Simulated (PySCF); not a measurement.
An unknown is described by computed data only.

Elements present: C, H, N, O and Si. Monoisotopic mass: 105.0066 u.

| Quantity | Value |
| --- | --- |
| UV, first state | lowest singlet excitation: 5.52 eV (225 nm, f = 0.000) [TDDFT PBE0/def2-SVPD] |
| Dipole | 2.87 D [PBE0/def2-SVPD] |
| Valence photoelectron | vertical ionisation energy: 10.17 eV [ΔSCF PBE0/def2-SVPD] |
| UV, strongest line | among the 10 lowest singlet transitions: S4 at 7.18 eV (173 nm, f = 0.091) [TDDFT PBE0/def2-SVPD] |
| 1H NMR | chemical shifts (computed TMS as zero) by class: 8.50 (1 H), 4.59 (6 H) ppm [GIAO CAM-B3LYP/pcSseg-2] |
| Polarisability | 77.2 au [PBE0/def2-SVPD] |
| Rotational structure | rotational constants A, B, C: 4.190, 2.400, 1.583 GHz [PBE0-D3(BJ)/def2-SVP] |
| NMR, other nuclei | isotropic shieldings of nuclei other than C and H, by class: 145 (1 N), -145 (1 O), 389 (2 Si) ppm [GIAO CAM-B3LYP/pcSseg-2] |
| 13C NMR | chemical shifts (computed TMS as zero) by class: 181.2 (1 C) ppm [GIAO CAM-B3LYP/pcSseg-2] |
| Triplet | lowest triplet excitation (Tamm–Dancoff): 4.97 eV [TDA PBE0/def2-SVPD] |

Gas-phase values; electronic properties from PySCF, density fitting. Levels stand in brackets. Isolated species at its PBE0-D3(BJ)/def2-SVP geometry, gas phase. NMR values are class means; diastereotopic atoms form classes of their own.

Problem. Which formula fits the mass and the elements?

Solution. CH7NOSi2 (calculated 105.0066). No other formula that holds each of these elements comes within 0.0003 u with a fitting electron parity and a possible valence count.

Problem. Give a SMILES that accounts for the data.

Solution. Numbering: `[O:1]=[CH:2][N:3]([SiH3:4])[SiH3:5]`. Its formula, CH7NOSi2, gives 1 degree of unsaturation: 0 rings and 1 π bond in the structure found. The one carbon: amide carbonyl carbon [C2] (181.2 ppm). Hydrogen classes from least to most shielded: 1 H on an amide carbonyl carbon, C2 (8.50 ppm), 6 H on 2 SiH3 silicons, Si4/Si5 (4.59 ppm, a mean of values up to 0.6 ppm apart in this geometry). The other shieldings belong to: 145 ppm, amide nitrogen [N3]; -145 ppm, amide oxygen [O1]; 389 ppm, SiH3 silicon [Si4/Si5]. S1 is mainly HOMO→LUMO (weight 0.96); the largest Löwdin shares of the orbital it empties are 0.67 on the amide oxygen, 0.13 on the amide carbonyl carbon, 0.07 on the amide nitrogen and 0.07 on the formyl hydrogen, of the orbital it fills 0.36 on the amide carbonyl carbon, 0.25 on the amide oxygen, 0.16 on the amide nitrogen and 0.07 on the formyl hydrogen. By its constants the optimised geometry is an asymmetric top. Structure: `O=CN([SiH3])[SiH3]`. Computed isomers that give other values at the same levels: `C=N[SiH2]O[SiH3]` (rotational constant A: 6.688 GHz; this holds for the one conformer computed); `NC(=O)[SiH2][SiH3]` (rotational constant A: 5.520 GHz; this holds for the one conformer computed). The assignments are read from this structure; whether some other isomer fits the data as well wasn't checked.

The values belong to the conformer `[O:1]=[CH:2][N:3]([SiH3:4])[SiH3:5]`: O1–C2–N3–Si4 179°.
